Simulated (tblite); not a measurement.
`C1[C@@](C(=O)Cl)([C@@]1(C)C=C)C`. The geometry is computed with GFN2-xTB (gas phase).

```
atom  x, y, z in Å
C1     2.4675   -0.4437   -1.2130
C2     1.6346    0.3648   -0.5783
C3     0.4765   -0.0633    0.2388
C4     0.4760   -1.5183    0.6496
C5    -0.1465    0.9491    1.1460
C6    -0.9098    0.5609   -0.0994
C7    -2.1439   -0.3061    0.0067
C8    -0.8955    1.5571   -1.1770
O9    -0.2645    2.5637   -1.2439
Cl10  -1.9543    1.1338   -2.5411
H11    2.3731   -1.5158   -1.1975
H12    3.2901   -0.0504   -1.7843
H13    1.7801    1.4338   -0.6443
H14    1.4651   -1.7854    1.0157
H15    0.2359   -2.1609   -0.1948
H16   -0.2402   -1.7081    1.4426
H17   -0.5505    0.6205    2.0914
H18    0.2785    1.9418    1.1671
H19   -2.2010   -0.7746    0.9845
H20   -2.1441   -1.0837   -0.7542
H21   -3.0361    0.3016   -0.1284
```

Question: Work out the bond lengths C2–C3, C3–C4, C3–C6, C4–H15, C6–C7, C6–C8, C8=O9 in pm.

Answer: For C2–C3 the difference vector is (-1.1581, -0.4281, 0.8171) Å, of length 1.4806 Å. C2–C3 148.1; C3–C4 151.2; C3–C6 155.8; C4–H15 108.8; C6–C7 151.2; C6–C8 146.8; C8=O9 119.0 pm.

Question: Where is the centre of mass (commonest isotopes), and what is the radius of gyration?

Answer: Mass 158.050 u; centre at (-0.378, 0.563, -0.753) Å; Rg = √(Σ m r²/M) = 2.211 Å. As Ia + Ib + Ic = 2 Σ m r², the three principal moments sum to 1545.8 u·Å².

Question: Give the dihedral angles C3–C6–C7–H20, C4–C3–C6–C8, C4–C3–C5–H17, C4–C3–C5–H18.

Answer: C3–C6–C7–H20 -68° (synclinal); C4–C3–C6–C8 -145° (anticlinal); C4–C3–C5–H17 2° (synperiplanar); C4–C3–C5–H18 148° (anticlinal). Dihedral signs follow IUPAC: positive where, seen along the central bond, the front bond turns clockwise onto the rear one.

Question: What are the angles H11–C1–H12, H14–C4–H16, C5–C6–C7, O9–C8–Cl10?

Answer: From the scalar product of the two bond vectors; for H11–C1–H12 it is -0.5082 Å² over 1.0764 × 1.0760 Å², cos θ = -0.4388. H11–C1–H12 116.0°; H14–C4–H16 108.1°; C5–C6–C7 120.1°; O9–C8–Cl10 118.3°.

Question: What is the repulsion energy of the bare nuclei, Σ ZA·ZB/RAB?

Answer: 624.09 Eh over 210 pairs, with full nuclear charges and distances in bohr; the largest single term is 30.36 Eh (C8 with Cl10).

Question: Write the matrix of distances between heavy atoms (Å, lower triangle).

Answer: 
```
C1    0.000
C2    1.323  0.000
C3    2.493  1.481  0.000
C4    2.931  2.529  1.512  0.000
C5    3.787  2.547  1.495  2.593  0.000
C6    3.695  2.596  1.558  2.609  1.511  0.000
C7    4.772  3.882  2.642  2.957  2.620  1.512  0.000
C8    3.913  2.860  2.552  3.831  2.515  1.468  2.536  0.000
O9    4.063  2.981  3.106  4.560  2.887  2.395  3.651  1.190  0.000
Cl10  4.879  4.162  3.882  4.808  4.111  2.717  2.933  1.778  2.566  0.000
```

Its GFN2-xTB frequencies are all real (lowest 38 cm⁻¹). One conformer, not necessarily the lowest. 3 starts were optimised and ended at 0.00, 0.26 and 1.24 kcal/mol (GFN2-xTB); the lowest of these is shown.
